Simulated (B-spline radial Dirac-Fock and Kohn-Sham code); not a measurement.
**Run log: Ho²⁺**

ΔSCF core binding energies without Breit or QED terms, calculated with a radial finite-basis atomic code. Keys: rel is the Hamiltonian (dirac, or spin-free x2c and nr, where L3 and M5 stand for the whole 2p and 3d shells), method is hf or an exchange,correlation pair (spin-unpolarised, also for the hole states), nuc the nuclear model, radius_factor scales its radius, rmax is the box in bohr, h the logarithmic mesh step, order the B-spline order, points the quadrature points per cell, c_factor scales the speed of light, and damp, ndamp, maxit and tol steer the iteration. The run stops when the commutator error falls below 10·tol·max(1, Z/10), or the numerical noise floor, and the energy has settled to about 1e-8 Ha; the virial ratio is −V/T.

Input (task.json):

```json
{"items": [{"Z": 67, "q": 2, "cfg": [[1, 0, 2], [2, 0, 2], [2, 1, 6], [3, 0, 2], [3, 1, 6], [3, 2, 10], [4, 0, 2], [4, 1, 6], [4, 2, 10], [4, 3, 11], [5, 0, 2], [5, 1, 6]], "A": 165, "rrms": 5.2022, "do": "settings", "holes": ["K", "L3", "M5"],
  "settings": [{"rel": "dirac", "method": "hf", "nuc": "fermi", "radius_factor": 1.0, "rmax": 45.0, "h": 0.3, "order": 8, "points": 10, "c_factor": 1.0, "maxit": 5, "damp": 0.5, "ndamp": 3, "tol": 1e-08}]}]}
```

Command: `python xray2_run.py task.json out`

Ground-state iterations:

```
iter   energy (Ha)        error
   1   -12585.05093952  2.14e+00
   2   -12590.95322735  1.48e+00
   3   -12619.66498174  3.18e-01
   4   -12620.62159675  1.07e-01
   5   -12620.76886779  5.16e-02
```

The ground state had not converged after 5 iterations, with total energy -12620.76887 Ha, virial ratio 1.90815 and highest orbital energy -24.08 eV. ΔSCF binding energies: K (1s) 55882.5 eV, L3 (2p3/2) 8106.6 eV, M5 (3d5/2) 1369.9 eV (not all states converged, so these are not final).

Q: One setting is unsound. Which, and why?

A: maxit ends the run before self-consistency. With the default settings (Dirac Hartree-Fock): The ground state converged in 11 iterations, with total energy -12620.79313 Ha, virial ratio 1.90915 and highest orbital energy -26.60 eV. ΔSCF binding energies: K (1s) 55882.9 eV, L3 (2p3/2) 8107.0 eV, M5 (3d5/2) 1370.3 eV.
